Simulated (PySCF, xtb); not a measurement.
Si(F)(Br)(Me)(OH) (CH4BrFOSi), SMILES C[Si](O)(F)Br. Other conformers were not sampled.

Harmonic wavenumbers (cm⁻¹) from GFN2-xTB in xtb at its own minimum, in rising order: 66, 130, 159, 198, 208, 235, 275, 424, 734, 750, 820, 841, 874, 971, 1385, 1464, 1466, 3040, 3047, 3051, 3646.

Q: What does PySCF with PBE-D3(BJ)/def2-SVP give at its own minimum? (Estimate from the structure and the level; the computed values follow.)

A: 120, 147, 175, 231, 235, 280, 316, 423, 695, 743, 766, 814, 887, 942, 1228, 1373, 1376, 2990, 3093, 3102, 3764. Paired by order, the mean absolute difference is 48 cm⁻¹ and the zero-point energies are 34.0 and 33.9 kcal/mol.
